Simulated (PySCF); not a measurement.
## Excitation energy of Ir²⁺ by level of theory

Ir²⁺ [Xe] 4f14 5d7 (4F) → Ir²⁺ [Xe] 4f14 5d6 6p1 (high-spin determinant), as a difference of total energies. All numbers are calculated (PySCF 2.14, the spin-free X2C one-electron Hamiltonian (Gaussian nucleus), in ANO-RCC-VTZP). Correlated levels: valence: [Xe] 4f14 frozen; valence and next inner shell: [Kr] 4d10 4f14 frozen. The calculations carry no spin-orbit coupling.

| method | excitation energy (cm⁻¹) |
| --- | --- |
| UHF | 70383 |
| LDA | 75266 |
| PBE | 74085 |
| PBE0 | 75038 |
| r2SCAN | 75040 |
| MP2 (valence) | 76135 |
| SCS-MP2 (valence) | 79376 |
| MP2 (valence and next inner shell) | 74824 |
| SCS-MP2 (valence and next inner shell) | 76852 |

A first-order spin-orbit estimate (lowest level to lowest level, LS coupling) adds 0.657 eV.

The basis was made for the ground configuration and has no added diffuse functions, so the excitation energy can come out too high.

The determinant of the upper state mixes LS terms, which raises its energy above the lowest term, most at the Hartree-Fock and MP2 levels.
